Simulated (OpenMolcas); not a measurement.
Re4+.

| Item | Value |
| --- | --- |
| Program | OpenMolcas 26.06 |
| Basis | ANO-R2 [8s6p5d3f1g] |
| Scalar Hamiltonian | X2C, finite nucleus |
| Active space | 3 electrons in 5 orbitals (5d) |
| State averaging | 2S+1 = 4 even, 10 roots; 2S+1 = 2 even, 40 roots |
| Spin-orbit coupling | RASSI with atomic mean-field integrals over the reference wave functions, term energies averaged over their components |

Two sets of levels on these reference wave functions, in cm-1 above 5d3 4F 3/2: one from CASSCF and one from MS-CASPT2, IPEA 0.25 Eh, imaginary shift 0.1 Eh (closed shells correlated: 5s 5p).

| Level | Set 1 | Set 2 |
| --- | --- | --- |
| 5d3 4F 3/2 | 0.0 | 0.0 |
| 5d3 4F 5/2 | 4650 | 4990 |
| 5d3 4F 7/2 | 8980 | 9220 |
| 5d3 4F 9/2 [65 %] | 12460 | 12260 |
| 5d3 4P 1/2 [66 %] | 17080 | 14820 |
| 5d3 2G 7/2 | 21330 | 19660 |
| 5d3 2H 9/2 [56 %] | 21980 | 20740 |
| 5d3 4P 5/2 | 23230 | 21590 |
| 5d3 2P 1/2 [66 %] | 28040 | 24510 |
| 5d3 2H 11/2 | 29820 | 28080 |
| 5d3 2D 5/2(1) | 32790 | 29930 |
| 5d3 2G 9/2 [55 %] | 32930 | 31300 |
| 5d3 2P 3/2 [54 %] | 37460 | 33800 |
| 5d3 2F 5/2 | 40250 | 35640 |
| 5d3 2F 7/2 | 40380 | 35960 |
| 5d3 2D 3/2(2) | 60440 | 54370 |

Task: Which set is which?

Result: Set 2 is MS-CASPT2. Its levels of the other terms of 5d3 lie at 0.87 to 0.95 of the other set's values, as expected, since terms of lower spin or lower L gain more correlation energy than the Hund ground term. Against 12 measured levels (the list in Brasseur, Gamrath and Quinet, At. Data Nucl. Data Tables 157, 101636 (2024)) the mean absolute deviation is 760 cm-1 with it and 2800 cm-1 without; single levels miss by up to 1500 cm-1 with it.

CASPT2 does not keep the components of a term degenerate, so their means are used; among the terms shown or strongly mixed into the levels shown the widest spread is 500 cm-1 (5d3 4F, MS-CASPT2). Without dynamic correlation excited terms often stand tens of per cent too high (terms of higher spin than the ground term too low), and those without a measured partner can miss by more than the paired ones (holds for CASSCF). Measured partners are found by configuration, term and J. A level has none where our copy of the source lacks it or the pairing is in doubt (some pairs that miss far off the trend of their configuration count as doubtful), and it then counts in no deviation. Only configurations of the active space appear. Levels that lie high or do not pair safely by name in every column are left out.

A share in square brackets marks a mixed level and gives the weight of the term that names it, the lowest over the columns. A number in round brackets counts repeated terms of one configuration in the order of the reference energies.
